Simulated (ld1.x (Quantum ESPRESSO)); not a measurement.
**Co (Z = 27): excitation energies, all-electron against ultrasoft**

| Quantity | Value |
| --- | --- |
| Element | Co (Z = 27) |
| Generator | ld1.x (Quantum ESPRESSO) 7.5 |
| Type | ultrasoft |
| Functional | BP86 |
| Relativity | non-relativistic |
| Frozen core | [Ar] |
| Valence charge | 9 |
| Reference configuration | 3d7 4s2 4p0 |
| Partial waves | 4s (bound): rcut 2.00, rcutus 2.15 bohr; 4s channel at 1.05 Ry: rcut 2.00, rcutus 2.15 bohr; 4p (bound, empty): rcut 1.85, rcutus 2.50 bohr; 4p channel at 0.45 Ry: rcut 1.85, rcutus 2.50 bohr; 3d (bound): rcut 0.90, rcutus 1.15 bohr; 3d channel at 1.35 Ry: rcut 0.90, rcutus 1.15 bohr |
| Local potential | all-electron potential smoothed inside 1.50 bohr (lloc = -2) |
| Core correction | Bessel-smoothed model core, default radius (core density twice the valence density) |
| Augmentation charge | PSQ, radius 1.00 bohr |

Energies are relative to the spin-unpolarised reference configuration 3d7 4s2 4p0; without spin polarisation the order of configurations can differ from experiment.

| valence configuration | charge | ΔE all-electron (eV) | error AE − PS (meV) |
| --- | --- | --- | --- |
| 3d7 4s1 4p0 | +1 | 9.074 | -2.4 |
| 3d7 4s0 4p0 | +2 | 25.708 | -13 |
| 3d7 4s1 4p1 | 0 | 4.247 | -3.5 |
| 3d8 4s1 4p0 | 0 | -1.514 | -206 |
| 3d7 4s0 4p2 | 0 | 8.738 | -16 |
| 3d6 4s2 4p0 | +1 | 15.688 | -441 |

Question: What are ΔE and the potential's error for 3d6 4s0 4p0?

Answer: ΔE = 61.875 eV all-electron; the error (AE − PS) is -583 meV.
